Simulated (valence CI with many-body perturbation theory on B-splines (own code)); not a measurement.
**E1 transitions of Au47+**

Calculated by relativistic CI+MBPT: four valence electrons over a frozen Dirac-Fock core [Ar] 3d10, a basis of 11 s, 11 p, 9 d, 7 f, 5 g, 2 h, 1 i functions for each j, with the one-electron correlation potential Σ1 (screened to all orders), the two-electron term Σ2, the three-electron term Σ3, Breit, model QED; selected single and double excitations, second order for the rest (own B-spline code, finite nucleus).

The last digits are not significant, and no measured levels were compared; by estimate large intervals hold to a few tenths of a per cent, small ones and those within an open d or f shell to about a per cent.

Lines 201 to 243 of 243 in falling wavelength, among levels below 45.562 Ry, chosen from the strongest by gf and those to the six lowest levels. Wavelengths and rates use the calculated energies. Electric multipoles are in the length gauge, E1 and E2 with the static RPA response of the core. Weak lines are less certain than strong ones. Lines between different terms over intervals too small for the method are left out, as are lines whose strength nearly cancels. The highest levels of a list are the least certain.

Levels are named by their leading jj configuration (3d3/2^4 stands for four electrons in 3d with j = 3/2), which in mixed levels can hold well under half, so a name can repeat and another be missing. Letters in brackets count levels of one name in rising energy.

```
λ vac (Å)                           Upper                   Lower   A (s⁻¹)  S (a.u.) with core polarisation  S without
    38.78  (4s 4p1/2 4p3/2 4d3/2) J=2 [c]  (4s 4p1/2^2 4p3/2) J=2  1.92e+12                         2.76e-01   2.92e-01
    38.74          (4s^2 4p3/2 4d3/2) J=2  (4s^2 4p1/2 4p3/2) J=1  9.43e+11                         1.35e-01   1.43e-01
    38.52          (4s^2 4p3/2 4d3/2) J=1  (4s^2 4p1/2 4p3/2) J=1  1.66e+12                         1.40e-01   1.48e-01
    38.51  (4s 4p1/2 4p3/2 4d3/2) J=1 [c]  (4s 4p1/2^2 4p3/2) J=2  4.40e+11                         3.72e-02   3.94e-02
    38.47          (4s^2 4p3/2 4d3/2) J=0  (4s^2 4p1/2 4p3/2) J=1  1.83e+12                         5.13e-02   5.43e-02
    38.42  (4s 4p1/2 4p3/2 4d3/2) J=0 [b]  (4s 4p1/2^2 4p3/2) J=1  1.70e+12                         4.75e-02   5.02e-02
    38.40          (4s^2 4p1/2 4d3/2) J=1      (4s^2 4p1/2^2) J=0  2.54e+12                         2.13e-01   2.25e-01
    38.15  (4s 4p1/2 4p3/2 4d3/2) J=2 [d]  (4s 4p1/2^2 4p3/2) J=1  1.39e+12                         1.91e-01   2.02e-01
    38.13  (4s 4p1/2 4p3/2 4d3/2) J=3 [c]  (4s 4p1/2^2 4p3/2) J=2  3.54e+10                         6.77e-03   7.16e-03
    37.72  (4s 4p1/2 4p3/2 4d5/2) J=1 [a]  (4s 4p1/2^2 4p3/2) J=1  6.18e+11                         4.91e-02   5.20e-02
    37.44  (4s 4p1/2 4p3/2 4d5/2) J=2 [b]  (4s 4p1/2^2 4p3/2) J=1  1.74e+11                         2.25e-02   2.39e-02
    37.20  (4s 4p1/2 4p3/2 4d3/2) J=1 [d]  (4s 4p1/2^2 4p3/2) J=2  9.22e+08                         7.02e-05   7.40e-05
    37.15  (4s 4p1/2 4p3/2 4d5/2) J=2 [a]  (4s 4p1/2^2 4p3/2) J=2  1.70e+10                         2.15e-03   2.28e-03
    36.79          (4s^2 4p3/2 4d5/2) J=2  (4s^2 4p1/2 4p3/2) J=2  7.27e+07                         8.93e-06   9.34e-06
    36.53  (4s 4p1/2 4p3/2 4d5/2) J=1 [b]  (4s 4p1/2^2 4p3/2) J=1  2.28e+10                         1.64e-03   1.74e-03
    36.43  (4s 4p1/2 4p3/2 4d5/2) J=3 [a]  (4s 4p1/2^2 4p3/2) J=2  1.16e+11                         1.93e-02   2.04e-02
    36.35  (4s 4p1/2 4p3/2 4d3/2) J=2 [d]  (4s 4p1/2^2 4p3/2) J=2  1.43e+10                         1.70e-03   1.80e-03
    36.28          (4s^2 4p3/2 4d5/2) J=2  (4s^2 4p1/2 4p3/2) J=1  3.33e+09                         3.93e-04   4.16e-04
    35.96  (4s 4p1/2 4p3/2 4d5/2) J=1 [a]  (4s 4p1/2^2 4p3/2) J=2  2.10e+09                         1.45e-04   1.54e-04
    35.85  (4s 4p1/2 4p3/2 4d5/2) J=3 [b]  (4s 4p1/2^2 4p3/2) J=2  1.75e+11                         2.78e-02   2.94e-02
    35.84  (4s 4p1/2 4p3/2 4d5/2) J=1 [c]  (4s 4p1/2^2 4p3/2) J=1  8.86e+08                         6.04e-05   6.42e-05
    35.72      (4s 4p1/2 4p3/2 4d5/2) J=0  (4s 4p1/2^2 4p3/2) J=1  2.74e+11                         6.17e-03   6.53e-03
    35.71  (4s 4p1/2 4p3/2 4d5/2) J=2 [c]  (4s 4p1/2^2 4p3/2) J=1  2.41e+08                         2.71e-05   2.85e-05
    35.70  (4s 4p1/2 4p3/2 4d5/2) J=2 [b]  (4s 4p1/2^2 4p3/2) J=2  4.59e+10                         5.16e-03   5.46e-03
    35.27  (4s 4p1/2 4p3/2 4d5/2) J=2 [d]  (4s 4p1/2^2 4p3/2) J=1  2.96e+09                         3.20e-04   3.39e-04
    35.12          (4s^2 4p3/2 4d5/2) J=3  (4s^2 4p1/2 4p3/2) J=2  2.78e+10                         4.16e-03   4.40e-03
    34.99  (4s 4p1/2 4p3/2 4d5/2) J=3 [c]  (4s 4p1/2^2 4p3/2) J=2  4.27e+09                         6.31e-04   6.69e-04
    34.88  (4s 4p1/2 4p3/2 4d5/2) J=1 [b]  (4s 4p1/2^2 4p3/2) J=2  1.76e+10                         1.11e-03   1.17e-03
    34.84          (4s^2 4p3/2 4d5/2) J=1  (4s^2 4p1/2 4p3/2) J=2  1.13e+10                         7.06e-04   7.45e-04
    34.38          (4s^2 4p3/2 4d5/2) J=1  (4s^2 4p1/2 4p3/2) J=1  5.43e+09                         3.27e-04   3.46e-04
    34.24  (4s 4p1/2 4p3/2 4d5/2) J=1 [c]  (4s 4p1/2^2 4p3/2) J=2  1.98e+08                         1.18e-05   1.21e-05
    34.13  (4s 4p1/2 4p3/2 4d5/2) J=2 [c]  (4s 4p1/2^2 4p3/2) J=2  4.66e+09                         4.57e-04   4.83e-04
    33.96  (4s 4p1/2 4p3/2 4d5/2) J=3 [d]  (4s 4p1/2^2 4p3/2) J=2  2.76e+10                         3.73e-03   3.94e-03
    33.72  (4s 4p1/2 4p3/2 4d5/2) J=2 [d]  (4s 4p1/2^2 4p3/2) J=2  5.38e+10                         5.09e-03   5.39e-03
    31.94                (4s 4p3/2^3) J=2  (4s^2 4p1/2 4p3/2) J=2  7.32e+08                         5.89e-05   6.20e-05
    31.56                (4s 4p3/2^3) J=2  (4s^2 4p1/2 4p3/2) J=1  3.82e+09                         2.96e-04   3.12e-04
    31.55      (4s 4p1/2 4p3/2^2) J=1 [a]      (4s^2 4p1/2^2) J=0  8.45e+09                         3.93e-04   4.15e-04
    31.24      (4s 4p1/2 4p3/2^2) J=1 [b]      (4s^2 4p1/2^2) J=0  4.27e+07                         1.93e-06   2.08e-06
    30.70                (4s 4p3/2^3) J=1  (4s^2 4p1/2 4p3/2) J=2  3.09e+09                         1.32e-04   1.39e-04
    30.34                (4s 4p3/2^3) J=1  (4s^2 4p1/2 4p3/2) J=1  9.50e+08                         3.93e-05   4.16e-05
    27.34          (4s^2 4p3/2 4d3/2) J=1      (4s^2 4p1/2^2) J=0  1.27e+07                         3.85e-07   4.21e-07
    25.19          (4s^2 4p3/2 4d5/2) J=1      (4s^2 4p1/2^2) J=0  2.43e+09                         5.76e-05   6.11e-05
    22.95                (4s 4p3/2^3) J=1      (4s^2 4p1/2^2) J=0  1.06e+08                         1.89e-06   2.00e-06
```
